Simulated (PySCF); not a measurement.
# Bond curve of HgF⁺

Set-up: PySCF, scalar-relativistic core potentials, basis sets Hg def2-SVPD with ECP60, F def2-SVPD. Energies in eV from Hg⁺ + F in their ground configurations at the same level. State: ¹Σ⁺ (singlet), closed shell.

All columns are LC-ωPBE. A positive dipole points towards F; it is taken about the centre of mass and depends on that origin.

```json
{"R (Å)": "1.669", "E (eV)": "-0.428", "μ (D)": "-3.63", "Mulliken charge on Hg (basis-dependent)": "1.52", "HOMO (eV)": "-20.48", "LUMO (eV)": "-9.14", "Mayer bond order": "0.75", "⟨S²⟩": "0.00"}
{"R (Å)": "1.747", "E (eV)": "-1.139", "μ (D)": "-3.90", "Mulliken charge on Hg (basis-dependent)": "1.51", "HOMO (eV)": "-20.31", "LUMO (eV)": "-9.42", "Mayer bond order": "0.76", "⟨S²⟩": "0.00"}
{"R (Å)": "1.825", "E (eV)": "-1.505", "μ (D)": "-4.15", "Mulliken charge on Hg (basis-dependent)": "1.49", "HOMO (eV)": "-20.10", "LUMO (eV)": "-9.66", "Mayer bond order": "0.78", "⟨S²⟩": "0.00"}
{"R (Å)": "1.883", "E (eV)": "-1.618", "μ (D)": "-4.31", "Mulliken charge on Hg (basis-dependent)": "1.48", "HOMO (eV)": "-19.93", "LUMO (eV)": "-9.83", "Mayer bond order": "0.79", "⟨S²⟩": "0.00"}
{"R (Å)": "1.941", "E (eV)": "-1.631", "μ (D)": "-4.45", "Mulliken charge on Hg (basis-dependent)": "1.47", "HOMO (eV)": "-19.76", "LUMO (eV)": "-9.99", "Mayer bond order": "0.81", "⟨S²⟩": "0.00"}
{"R (Å)": "1.999", "E (eV)": "-1.568", "μ (D)": "-4.59", "Mulliken charge on Hg (basis-dependent)": "1.45", "HOMO (eV)": "-19.60", "LUMO (eV)": "-10.13", "Mayer bond order": "0.82", "⟨S²⟩": "0.00"}
{"R (Å)": "2.077", "E (eV)": "-1.402", "μ (D)": "-4.74", "Mulliken charge on Hg (basis-dependent)": "1.44", "HOMO (eV)": "-19.39", "LUMO (eV)": "-10.32", "Mayer bond order": "0.84", "⟨S²⟩": "0.00"}
{"R (Å)": "2.174", "E (eV)": "-1.105", "μ (D)": "-4.90", "Mulliken charge on Hg (basis-dependent)": "1.42", "HOMO (eV)": "-19.16", "LUMO (eV)": "-10.53", "Mayer bond order": "0.85", "⟨S²⟩": "0.00"}
{"R (Å)": "2.290", "E (eV)": "-0.680", "μ (D)": "-5.06", "Mulliken charge on Hg (basis-dependent)": "1.39", "HOMO (eV)": "-18.93", "LUMO (eV)": "-10.76", "Mayer bond order": "0.86", "⟨S²⟩": "0.00"}
{"R (Å)": "2.446", "E (eV)": "-0.074", "μ (D)": "-5.19", "Mulliken charge on Hg (basis-dependent)": "1.37", "HOMO (eV)": "-18.70", "LUMO (eV)": "-11.05", "Mayer bond order": "0.87", "⟨S²⟩": "0.00"}
```

A fit through these points gives, at Re = 1.920 Å, μ = -4.40 D and dμ/dR = -2.48 D/Å; the reduced mass is 17.36 u.

**Question.** How strong is the fundamental in the double-harmonic approximation, I = 42.26·(dμ/dR)²/μred km/mol?

**Answer.** I = 42.26·(-2.48)²/17.36 = 15.0 km/mol at LC-ωPBE.

These are scalar-relativistic numbers at best; spin–orbit coupling would shift them, the dissociation energy most. For an ion De counts to the pair picked by the measured ionisation energies or electron affinities, which need not be the lowest pair at this level.
